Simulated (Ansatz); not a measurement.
`B[O][AlH][BH2]` + `[OH][AlH][OH]` → `B[O][AlH][OH]` + `[BH2][AlH][OH]`  (ligand exchange at a B–O bond)

Gas-phase electronic energies from Ansatz, PBE0-D4/def2-TZVP geometries. CCSD(T)/CBS adds triple-zeta CCSD(T) − MP2 to the extrapolated MP2 energy (def2 sets, frozen cores). This one scheme is used for every species. Functionals use def2-TZVPP. B3LYP here is the variant with VWN-RPA as its local correlation; programs differ in this. Each species was taken in one conformer, which may not be the lowest.

`B[O][AlH][BH2]`:

```xyz
9

B     1.010    1.900   -0.625
O     0.561    0.856    0.070
Al   -0.018   -0.475    0.940
B    -1.214   -1.874   -0.114
H     2.070    1.826   -1.192
H     0.350    2.906   -0.682
H     0.400   -0.535    2.468
H    -0.750   -2.822   -0.683
H    -2.408   -1.782   -0.181
```

`[OH][AlH][OH]`:

```xyz
6

O    -1.261    0.760    0.332
Al    0.182    0.334   -0.441
O     1.129   -1.001   -0.013
H    -1.671    0.303    1.063
H     0.672    1.230   -1.627
H     0.948   -1.626    0.685
```

`B[O][AlH][OH]`:

Cartesian coordinates in Å:
```
B 0.203 1.396 1.143
O -0.057 0.283 0.457
Al -0.400 -1.134 -0.385
O 0.170 -1.353 -1.955
H 1.194 1.457 1.826
H -0.554 2.331 1.070
H -1.252 -2.257 0.290
H 0.696 -0.724 -2.445
```

`[BH2][AlH][OH]`:

```xyz
7

B    -1.413    0.594    0.015
Al    0.394   -0.507    0.174
O     1.777    0.204   -0.518
H    -2.172    0.465   -0.904
H    -1.768    1.381    0.848
H     0.542   -1.927    0.885
H     2.639   -0.209   -0.500
```

```tsv
level	ΔE (kJ/mol)	difference from CCSD(T)/CBS
revPBE-D4	0.3	0.9
B3LYP-D4	-0.3	0.3
r2SCANh-D4	-0.5	0.1
r2SCAN0-D4	-0.8	-0.2
ωB97X-V	-1.0	-0.4
ωB97M-V	-0.8	-0.2
B3LYP	-0.3	0.3
LC-ωPBE	-1.0	-0.4
RPA@PBE/def2-TZVPP	-2.0	-1.4
HF/def2-SVP	-5.1	-4.5
CCSD/def2-SVP	-5.7	-5.1
CCSD(T)/def2-SVP	-5.8	-5.2
HF/def2-TZVPP	-2.5	-1.9
MP2/def2-TZVPP	-1.0	-0.4
CCSD/def2-TZVPP	-1.5	-0.9
SCS-MP2/def2-QZVPP	-0.8	-0.2
CCSD(T)/CBS	-0.6	0
```

Question: What do rigid-rotor, harmonic-oscillator terms from PBE0-D4/def2-TZVP frequencies (298.15 K, 1 bar) make of the CCSD(T)/CBS value? (Estimate.)

Answer: The calculation gave: ΔZPE = +0.3 kJ/mol, ΔH = -0.4 kJ/mol, ΔS = 7 J/(mol·K), ΔG = -2.4 kJ/mol.

Largest T1 diagnostic among the species: 0.014.

At CCSD(T), def2-SVP lies −5.2 kJ/mol from the extrapolated value and def2-TZVPP −0.6 kJ/mol. Leaving LDA and LC-ωPBE aside and taking each functional with its dispersion term where it has one, the values, not all of them listed here, spread over 1.6 kJ/mol, from BHLYP-D4 to BLYP-D4.
